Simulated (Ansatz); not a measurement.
One geometry of ZrO₃H₂, several levels of theory.

```yaml
crystal:
  periodic: [false, false, false]
  atoms:
    - {symbol: Zr, position_ang: [0.263716, 0.042040, 0.103641]}
    - {symbol: O, position_ang: [1.535898, 0.287223, 1.594509]}
    - {symbol: O, position_ang: [1.832221, 1.191494, 0.449056]}
    - {symbol: O, position_ang: [-1.316419, 0.841009, 0.324537]}
    - {symbol: H, position_ang: [-1.416506, -0.923955, -1.098725]}
    - {symbol: H, position_ang: [-0.898910, -1.437801, -1.373018]}
basis:
  gaussian: {orbitals: def2-TZVP, initial_orbitals: start.molden}
hamiltonian: {xc: r2scan, dispersion: d4}
scf: {omitted_lower_state_checks: [starts]}
output: {orbitals: {seedname: orbitals}}
```

The file start.molden holds the orbitals of an earlier run on this structure, at another level or in another basis.

```sh
$ ansatz run in.yaml --threads 4 --pin off --events-out ev --progress --plain --max-ram 3916MiB
```

Output, abridged:

```
Functional definition: r2SCAN
  name "r2SCAN"
  cite "Furness, Kaplan, Ning, Perdew & Sun, J. Phys. Chem. Lett. 11, 8208 (2020) doi:10.1021/acs.jpclett.0c02405"
  cite "Furness, Kaplan, Ning, Perdew & Sun, J. Phys. Chem. Lett. 11, 9248 (2020) doi:10.1021/acs.jpclett.0c03077"
  parent r2scan
  parameter k0 = 0.174
  parameter k1 = 0.065
  parameter a1 = 4.9479
  exchange = r2scan_x(k0 = k0, k1 = k1, a1 = a1)
  correlation = r2scan_c
these checks for a lower state are left out or cut short: starts
862 factors; their error is unknown
mean field evaluation 1: about -7453.9752 eV, gradient 5.1e0 eV
mean field evaluation 2: about -7454.0254 eV, gradient 6.8e-2 eV
mean field evaluation 4: about -7454.0186 eV, gradient 1.2e-4 eV
mean field -7454.01863137 eV, -273.9301321874 hartree, gradient 1.6e-5 eV, S^2 0.000000; 0 other end points of the search recorded, 0 dependent functions left out
reference -7454.01865608 eV, -273.9301330958 hartree; 19, 19 occupied and 126, 126 virtual orbitals, 862 factors
Total energy: -7454.04350933 eV, -273.9310464359 hartree
Checks for a lower state left out: starts
```

It took 2.3 s on 4 threads of Arm Neoverse V1 on a shared host.

As the first input, with `hamiltonian: {xc: {name: CAM-B3LYP}, dispersion: d4}` (abridged; 1.6 s):

```
Functional definition: CAM-B3LYP
mean field -7452.83054531 eV, -273.8864708303 hartree, gradient 2.2e-5 eV, S^2 0.000000
Total energy: -7452.92394474 eV, -273.8899031959 hartree
Checks for a lower state left out: starts
```

First input, but with `hamiltonian: {xc: pbe0, dispersion: d4}` (abridged; 1.4 s):

```
Functional definition: PBE0
mean field -7449.04067651 eV, -273.7471957205 hartree, gradient 7.8e-5 eV, S^2 0.000000
Total energy: -7449.13179508 eV, -273.7505442664 hartree
Checks for a lower state left out: starts
```

The first input with `hamiltonian: {xc: {name: BLYP}, dispersion: d4}` (abridged; 1.2 s):

```
Functional definition: BLYP
mean field -7455.30260990 eV, -273.9773175282 hartree, gradient 6.6e-5 eV, S^2 0.000000
Total energy: -7455.53767812 eV, -273.9859561258 hartree
Checks for a lower state left out: starts
```

As the first input, with `gaussian: {orbitals: def2-TZVPP, initial_orbitals: start.molden}`, `correlation: {method: ccsd_t}` and without the key `hamiltonian` (abridged; 63 s):

```
Functional definition: HF
mean field -7409.92745118 eV, -272.3098112016 hartree, gradient 1.7e-6 eV, S^2 0.000000
3 core orbitals not correlated: weight in the atoms' cores, before any rotation towards them, 1.000 or more for the frozen orbitals, at most 0.000 for the correlated occupied ones
second order -30.59168695 eV of doubles, -0.00000000 eV of singles
cycle   1  -28.07501380 eV  change     2.5e0 eV  update   2.7e-1
cycle   2  -29.44061570 eV  change    -1.4e0 eV  update   1.7e-1
cycle   3  -29.77757329 eV  change   -3.4e-1 eV  update   5.3e-2
cycle   4  -29.80528785 eV  change   -2.8e-2 eV  update   2.7e-2
cycle   5  -29.77071183 eV  change    3.5e-2 eV  update   1.1e-2
cycle   6  -29.77357849 eV  change   -2.9e-3 eV  update   6.4e-3
cycle   7  -29.77779450 eV  change   -4.2e-3 eV  update   2.5e-3
cycle   8  -29.77726613 eV  change    5.3e-4 eV  update   1.8e-3
cycle   9  -29.77701779 eV  change    2.5e-4 eV  update   7.9e-4
cycle  10  -29.77857694 eV  change   -1.6e-3 eV  update   5.3e-4
cycle  11  -29.77770297 eV  change    8.7e-4 eV  update   2.6e-4
cycle  12  -29.77720494 eV  change    5.0e-4 eV  update   1.5e-4
cycle  13  -29.77759405 eV  change   -3.9e-4 eV  update   5.9e-5
cycle  14  -29.77746718 eV  change    1.3e-4 eV  update   3.2e-5
cycle  15  -29.77752389 eV  change   -5.7e-5 eV  update   1.8e-5
cycle  16  -29.77756502 eV  change   -4.1e-5 eV  update   8.9e-6
cycle  17  -29.77755480 eV  change    1.0e-5 eV  update   5.4e-6
perturbative correction -1.64182481 eV, -0.0603359487 hartree
Total energy: -7441.34683078 eV, -273.4644521051 hartree
Checks for a lower state left out: starts
```

The first input with `hamiltonian: {xc: pbe, dispersion: d4}`, `output: {forces: true, orbitals: {seedname: orbitals}}` (abridged; 1.2 s):

```
Functional definition: PBE
mean field -7450.75195291 eV, -273.8100839682 hartree, gradient 1.8e-5 eV, S^2 0.000000
Total energy: -7450.86023170 eV, -273.8140631404 hartree
Atom 0 force     0.010955     0.002933     0.003821 eV/Å
Atom 1 force     0.005843     0.004053    -0.006492 eV/Å
Atom 2 force     0.002006    -0.006457     0.007182 eV/Å
Atom 3 force    -0.015610    -0.001616    -0.004782 eV/Å
Atom 4 force     0.002510    -0.001859    -0.002145 eV/Å
Atom 5 force    -0.005703     0.002945     0.002414 eV/Å
Dipole moment:    -0.117636    -1.116902    -0.911860 e Å
Checks for a lower state left out: starts
```

Geometry: PBE-D4/def2-TZVP.

In the def2 sets Zr takes a core potential; there is no spin–orbit coupling. Correlated methods freeze 3 core orbitals; core or outer-core shells of Zr are correlated, in sets that lack core-valence functions. The structure holds 1 bond(s) between oxygen atoms. In the singlet, H5 and H6 lie 0.78 Å apart (atoms count from 1), so H2 has formed as a molecule. Another isomer (singlet) lies 5.21 eV lower at PBE0-D4/def2-TZVP; other spin states weren't run for this one.
